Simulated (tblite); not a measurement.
Run record: tight-binding relaxation, `F/C(=C/[SiH3])[SiH2]P`.

Computed with GFN2-xTB geometry optimisation, gas phase (tblite 0.8.0). Start geometry: from a force field or distance geometry. The input is one job of a driver script: a line of settings, then coordinates in Å.

Command:
```bash
OMP_NUM_THREADS=1 python probes_run.py task.json out
```

Input:
```
{"job": {"kind": "relax", "xc": "GFN2-xTB", "basis": "xTB"}, "charge": 0, "multiplicity": 1}
F     -0.409200     1.541500     1.914200
C      0.014800     0.647100     0.989100
C      1.279100     0.828700     0.549900
Si     2.253200    -0.106000    -0.676800
Si    -1.206800    -0.667200     0.566400
P     -2.259500    -0.043900    -1.302000
H      1.821100     1.682600     0.940700
H      3.581900     0.537400    -0.848300
H      2.458500    -1.500900    -0.173700
H      1.541200    -0.165900    -1.964500
H     -0.544600    -1.971100     0.304000
H     -2.230100    -0.836700     1.625000
H     -2.989100     1.028900    -0.723200
H     -3.311100    -0.975000    -1.223000
```

Output:
```
step      E/eV     max force
  0    -517.54952    2.283
  1    -517.63650    1.968
  2    -517.67736    0.445
  3    -517.69011    0.240
  4    -517.69987    0.287
  5    -517.70880    0.302
  6    -517.71496    0.179
  7    -517.71800    0.174
  8    -517.71993    0.151
  9    -517.72193    0.133
... (74 lines left out)
 84    -517.74443    0.069
 85    -517.74508    0.031
 86    -517.74520    0.027
 87    -517.74551    0.022
 88    -517.74558    0.019
 89    -517.74571    0.015
 90    -517.74576    0.015
 91    -517.74585    0.015
 92    -517.74589    0.014
 93    -517.74591    0.009
```

«max force» is the largest atomic force in eV/Å.

Question: From which step on does the largest force stay under 0.1 eV/Å, and how much energy is left to gain from there?

Answer: From step 13 (0.086 eV/Å), 17.0 meV above the end.

In short: energy lowered by 4.5 kcal/mol over 93 steps; largest atomic force 0.009 eV/Å at the end.

Question: Give the final coordinates.

Answer: 0.272 Å rms from the input after alignment:
```
atom  x, y, z in Å
F1    -0.3975    1.4144    2.1245
C2     0.0670    0.6210    1.1092
C3     1.2931    0.8408    0.6560
Si4    2.1149   -0.1312   -0.7242
Si5   -1.2285   -0.6585    0.5796
P6    -2.0197   -0.0416   -1.4255
H7     1.8609    1.6391    1.1212
H8     3.2172    0.6842   -1.2398
H9     2.6462   -1.3818   -0.1708
H10    1.1529   -0.4198   -1.7883
H11   -0.5944   -1.9715    0.4266
H12   -2.2308   -0.6831    1.6508
H13   -2.7907    1.0055   -0.9477
H14   -3.0914   -0.9179   -1.3937
```

Time: 1.3 s wall. Hardware: one thread, Intel Xeon at 2.70 GHz (x86_64), no GPU, on a shared host.
Labels such as C1 count atoms from 1, the log's own numbers from 0.
